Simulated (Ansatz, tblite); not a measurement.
Removing an electron: [GaFH3]- (GaH3F⁻). Charge -1, multiplicity 1. Geometry: r2SCAN-D4/def2-TZVPD. Ansatz, gas phase; energy differences of separate SCF runs; the oxidised species was run as a doublet alone.

| atom | x (Å) | y (Å) | z (Å) |
| --- | --- | --- | --- |
| Ga1 | 0.0463 | 0.0790 | -0.0435 |
| F2 | -0.7996 | -1.3614 | 0.7513 |
| H3 | 0.1295 | 1.2272 | 1.0838 |
| H4 | -0.8754 | 0.5049 | -1.2945 |
| H5 | 1.4991 | -0.4497 | -0.4970 |

The xTB rows come from tblite. Correlated methods freeze 10 core orbitals; core or outer-core shells of Ga are correlated, in sets that lack core-valence functions. HOMO above LUMO, or a gap near zero within one spin, warns that the state may not be the lowest or that an electron is smeared out.

(1) Estimate orbital energies and vertical ionisation energies at: GFN1-xTB; GFN2-xTB; HF/def2-TZVPPD; r2SCAN-D4/def2-TZVPD; PBE0-D4/def2-TZVPD; MP2/def2-TZVPPD; CCSD/def2-TZVPPD; CCSD(T)/def2-TZVPPD.

## Answers

(1) 
```csv
level,−HOMO (eV),vertical IE (eV),−LUMO (eV),HOMO–LUMO gap (eV),remarks
GFN1-xTB,6.39,9.40,-2.94,9.33,–
GFN2-xTB,6.10,9.18,-2.22,8.31,–
HF/def2-TZVPPD,–,4.39,–,–,–
r2SCAN-D4/def2-TZVPD,1.42,4.46,-4.70,6.12,gap within one spin near zero (doublet)
PBE0-D4/def2-TZVPD,2.40,4.67,-4.44,6.84,–
MP2/def2-TZVPPD,–,5.01,–,–,–
CCSD/def2-TZVPPD,–,5.02,–,–,–
CCSD(T)/def2-TZVPPD,–,4.98,–,–,–
```

Relaxing the oxidised species (r2SCAN-D4/def2-TZVPD) changes its energy by -0.85 eV at PBE0-D4/def2-TZVPD, so the adiabatic ionisation energy to this nearest minimum is 3.82 eV.  Run but left out: PBE-D4/def2-TZVPD (neutral doublet: an occupied level 0.23 eV above an empty one).  Raw xTB energy differences between charge states are shifted by several eV; the methods need an empirical correction for them.
